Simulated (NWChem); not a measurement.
System: C2H4CuN; SMILES C[N+]#[C-]->[CuH]

Results from NWChem. Medium grid unless said otherwise, to which SCAN and Minnesota functionals are sensitive. Structure relaxed at the PBE0/def2-SVP level.

Problem. Predict the results for r2SCAN/def2-SVP. Quantities: highest occupied level (eV); orbital gap (eV); dipole (D).

Solution. highest occupied level (eV): -4.82
orbital gap (eV): 3.38
dipole (D): 7.85
